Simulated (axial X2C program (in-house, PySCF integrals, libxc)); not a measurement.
Bond lengths and stretching modes, held linear, of HRuH⁻

Calculated with an in-house all-electron X2C program for linear molecules (integrals from PySCF): two-component X2C with atomic mean-field Coulomb and Gaunt terms, Gaussian nuclei, basis H dyall-v3z, Ru dyall-v3z with contracted cores. Spin-free rows use the one-electron spin-free X2C Hamiltonian.

Masses H 1.008, Ru 101.904, H 1.008 u. States: 2c Ω = 7/2 (beyond evenly filled blocks: ω = -1/2, ω = 3/2, ω = 5/2); spin-free M_S = 3/2, Λ = 2 (beyond evenly filled blocks: π+α, π-α, δ+α, δ+β, δ-α).

B3LYP, spin-free: energies above the lowest point

```json
{"r(H–Ru) (Å)": "1.7053", "r(Ru–H) (Å)": "1.7053", "E (meV)": "69.12"}
{"r(H–Ru) (Å)": "1.7053", "r(Ru–H) (Å)": "1.7490", "E (meV)": "39.76"}
{"r(H–Ru) (Å)": "1.7053", "r(Ru–H) (Å)": "1.7927", "E (meV)": "29.22"}
{"r(H–Ru) (Å)": "1.7490", "r(Ru–H) (Å)": "1.7053", "E (meV)": "39.76"}
{"r(H–Ru) (Å)": "1.7490", "r(Ru–H) (Å)": "1.7490", "E (meV)": "13.28"}
{"r(H–Ru) (Å)": "1.7490", "r(Ru–H) (Å)": "1.7927", "E (meV)": "5.41"}
{"r(H–Ru) (Å)": "1.7490", "r(Ru–H) (Å)": "1.8365", "E (meV)": "13.03"}
{"r(H–Ru) (Å)": "1.7927", "r(Ru–H) (Å)": "1.7053", "E (meV)": "29.22"}
{"r(H–Ru) (Å)": "1.7927", "r(Ru–H) (Å)": "1.7490", "E (meV)": "5.41"}
{"r(H–Ru) (Å)": "1.7927", "r(Ru–H) (Å)": "1.7927", "E (meV)": "0.00"}
{"r(H–Ru) (Å)": "1.8365", "r(Ru–H) (Å)": "1.7490", "E (meV)": "13.03"}
{"r(H–Ru) (Å)": "1.8365", "r(Ru–H) (Å)": "1.8365", "E (meV)": "21.91"}
```

Q: Fit a quadratic surface with cubic terms in each bond: where is the minimum, and what are the two stretching wavenumbers?

A: At B3LYP, spin-free: bonds 1.786 and 1.786 Å; harmonic stretches 1389.7 and 1609.2 cm⁻¹; force constants 1.33, 1.33 and coupling 0.21 mdyn/Å.

The other levels and Hamiltonians give:

```csv
Hamiltonian,level,r(H–Ru) (Å),r(Ru–H) (Å),lower stretch (cm⁻¹),upper stretch (cm⁻¹)
2c,PBE0,1.781,1.781,1406.3,1620.8
2c,HF,1.820,1.820,1293.8,1517.3
2c,B3LYP,1.787,1.787,1387.0,1607.5
2c,MP2,1.765,1.765,1476.1,1694.4
spin-free,PBE0,1.781,1.781,1408.6,1622.3
spin-free,HF,1.819,1.819,1297.1,1519.4
spin-free,MP2,1.764,1.764,1479.7,1698.4
```

Each state is one determinant, the lowest of a limited PBE0 search; the stretches come from a fit to these few points and carry an uncertainty of a few per cent. Other orders of the atoms were not compared. MP2 freezes inner shells (threshold -2 hartree). For an anion the highest level of a functional can be positive, and the basis then holds the extra electron. The molecule was held linear; bending was not examined, so a bent shape may lie lower. Note: functional without a current term on a determinant with orbital currents, of the molecule or an atom. Note: several unpaired electrons, one determinant need not be a pure state.
